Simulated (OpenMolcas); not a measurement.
## Ag5+ in a point-charge field

Ag5+ among 4 point charges of -2 e arranged as a tetrahedron (Td), 2.14 Å from the ion.

| Item | Value |
| --- | --- |
| Program | OpenMolcas |
| Method | SS-CASPT2, IPEA 0.25 Eh, imaginary shift 0.1 Eh (closed shells correlated: 4s 4p) |
| Basis | ANO-RCC-VDZP [6s5p3d1f] |
| Scalar Hamiltonian | DKH2, point nucleus |
| Active space | 6 electrons in 5 orbitals (4d) |
| State averaging | 2S+1 = 5 even, 5 roots; 2S+1 = 3 even, 45 roots; 2S+1 = 1 even, 50 roots |
| Spin-orbit coupling | RASSI with atomic mean-field integrals over the reference wave functions |

The lowest spin-free states (labels of Td), above the lowest:

```csv
State,Degeneracy,E (cm-1),Free-ion L (%)
5E,2,0,D (100)
5T2,3,1420,D (100)
3T1,3,21930,H (93)
3E,2,22230,H (99)
3T1,3,22840,P (64)
3T2,3,22940,H (96)
3T1,3,23010,H (91)
3A2,1,23950,F (100)
3T2,3,24440,F (93)
3T1,3,25690,F (73)
3A1,1,26740,G (100)
3T1,3,27320,G (92)
3E,2,27470,G (99)
3T2,3,28450,G (97)
1E,2,32990,I (96)
1T2,3,33130,I (94)
1A2,1,33360,I (100)
3E,2,33690,D (99)
1T2,3,33910,I (82)
1A1,1,33940,I (79)
```

The lowest levels with spin-orbit coupling:

| E (cm-1) | Degeneracy | Label | 2S+1 |
| --- | --- | --- | --- |
| 0 | 1 | A1 | 5 |
| 100 | 3 | T1 | 5 |
| 190 | 2 | E | 5 |
| 460 | 3 | T2 | 5 |
| 2340 | 1 | A2 | 5 |
| 2990 | 3 | T2 | 5 |
| 3600 | 3 | T1 | 5 |
| 4390 | 2 | E | 5 |
| 4860 | 3 | T2 | 5 |
| 5660 | 3 | T1 | 5 |
| 6100 | 1 | A1 | 5 |
| 21580 | 3 | T2 | 3 (88 %) |
| 21660 | 2 | E | 3 |
| 22490 | 3 | T2 | 3 |
| 22510 | 3 | T1 | 3 (89 %) |
| 22650 | 1 | A1 | 3 |
| 23180 | 2 | E | 3 (89 %) |
| 23270 | 3 | T2 | 3 |
| 23280 | 3 | T1 | 3 |
| 23630 | 1 | A1 | 3 |

Powder χT (cm3 K/mol): 0.148 at 2 K, 0.742 at 10 K, 3.34 at 50 K, 4.54 at 100 K, 5.1 at 200 K, 5.27 at 300 K. The effective moment at 300 K is 2.828 √(χT) = 6.49 μB.

The lowest level has 2S+1 = 5, for which the spin-only value is χT = S(S+1) / 2 = 3.000 cm3 K/mol (g = 2). The computed 5.270 at 300 K differs by +2.270, through orbital momentum, spin-orbit coupling and any other state in reach.

Roots that are degenerate in the reference are averaged as groups; the widest CASPT2 spread within a group is 190 cm-1 (the 3-fold group of multiplicity 3 near 55900 cm-1 above the lowest state of its run). Shifts and gaps below about the spread of the groups concerned are not significant. Spin-orbit coupling mixes the spin-free states strongly: the lowest level takes only 69 % from its leading state, 5E. An orbital doublet at a regular site is open to a Jahn-Teller distortion, which this geometry leaves out. Point charges give a weaker field than real ligands, and real ions of this kind are as a rule low spin; the high spin found here belongs to the model. The ground term spreads over less than 5000 cm-1, several times less than with real ligands, so orbital moments are less quenched and χT lies further from the spin-only value than at real sites. Free-ion shares, where given, are those of the reference states; single-state CASPT2 does not remix them. This is an electrostatic model: the charges have no orbitals. No measured value stands beside these numbers.
